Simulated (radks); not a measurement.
Task: The germanium anion Ge4-, [Kr], held by a Watson sphere: a shell of charge +4 at radius R that stands for the Madelung well of a crystal (potential energy -4/R inside, -4/r outside, in hartree with lengths in bohr). Calculated with a radial shooting solver on a logarithmic mesh with Libxc functionals: scalar-relativistic Kohn-Sham, LDA (Slater exchange, VWN5 correlation), spin-polarised, spherical densities, finite nucleus; Fermi nuclear charge, rms radius of each element as measured or else 0.836 A^(1/3) + 0.57 fm. Response by self-consistent Sternheimer equations with the Hartree and adiabatic LDA kernel, the relativistic mass of each level held fixed and spin-orbit coupling left out. The sphere does not respond.

R (bohr)  e(3d) (eV)  e(4s) (eV)  e(4p) (eV)  <r> 4p (bohr)  sum of <r^2> (bohr^2)  X-ray form factor at sin(theta)/lambda = 0.2 1/angstrom  alpha (bohr^3)
2.15         -30.220     -16.114      -7.750          2.503                  64.56                                                   25.897           37.06
3.03         -27.340     -12.793      -6.030          2.985                  85.29                                                   25.368           73.98
3.24         -27.086     -12.215      -5.665          3.104                  90.84                                                   25.319           87.32
3.45         -26.903     -11.710      -5.326          3.224                  96.60                                                   25.293           102.9
3.53         -26.847     -11.535      -5.204          3.269                  98.86                                                   25.287           109.5
5.14         -26.444      -9.537      -3.458          4.216                  151.9                                                   25.427           342.0
5.25         -26.441      -9.476      -3.379          4.281                  156.1                                                   25.438           366.2

Estimate the row for R = 4.5 bohr.

Result: e(3d) (eV) -26.502; e(4s) (eV) -10.044; e(4p) (eV) -4.005; <r> 4p (bohr) 3.836; sum of <r^2> (bohr^2) 129.0; X-ray form factor at sin(theta)/lambda = 0.2 1/angstrom 25.350; alpha (bohr^3) 224.0.
